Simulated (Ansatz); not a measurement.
Reaction (atomization): `C[N](C)[Ge]([CH3])([SiH3])[GeH3]` → 3 C• + 2 Ge• + 15 H• + N• + Si•

Computed with Ansatz on PBE0-D4/def2-TZVP structures; ΔE is electronic, products minus reactants. CCSD(T)/CBS adds triple-zeta CCSD(T) − MP2 to the extrapolated MP2 energy (def2 sets, frozen cores). This one scheme is used for every species, atoms too. No spin–orbit coupling; open shells (•) take unrestricted orbitals. Spin–orbit coupling would lower the free atoms: a little for C, Si; clearly for Ge. Bonds to Ge are less sure, by a few kJ/mol each and by 10 to 20 or more in all where they break to atoms, as the def2 sets lack core-valence functions. Scalar relativity is left out up to krypton. Each species was taken in one conformer, which may not be the lowest.

| species | HF/CBS(def2) energy (Eh) |
| --- | --- |
| `C[N](C)[Ge]([CH3])([SiH3])[GeH3]` | -4616.64663 |
| C• | -37.69379 |
| Ge• | -2075.36876 |
| H• | -0.50000 |
| N• | -54.40461 |
| Si• | -288.85982 |

Q: Work out ΔE.

A: ΔE = 15 × (-0.50000) + 3 × (-37.69379) + 2 × (-2075.36876) + (-54.40461) + (-288.85982) − (-4616.64663) = 2.06331 Eh = +5417.2 kJ/mol. CCSD(T)/CBS gives +7388.2 kJ/mol.

Largest T1 diagnostic among the species: 0.012.

From BLYP to BHLYP (50 % exact exchange), in def2-TZVPP and without D4, ΔE moves by −30.1 kJ/mol: exact exchange takes away binding that semilocal exchange gives to molecules. In def2-TZVPP, CCSD(T) changes the Hartree–Fock value by +1819.4 kJ/mol (the triples alone add +90.0 kJ/mol) and MP2 by +1817.1 kJ/mol; breaking electron pairs costs correlation energy, which Hartree–Fock lacks. At CCSD(T), def2-SVP lies −406.6 kJ/mol from the extrapolated value and def2-TZVPP −154.7 kJ/mol: correlation converges slowly with the basis, and small sets miss more of it in the bonded molecule than in its fragments.

For atomizations the MP2-based limit and the directly extrapolated one differ by several kJ/mol either way, and by 10 to 25 for some Ge, Se and Sn compounds, so smaller differences from it don't rank the levels.
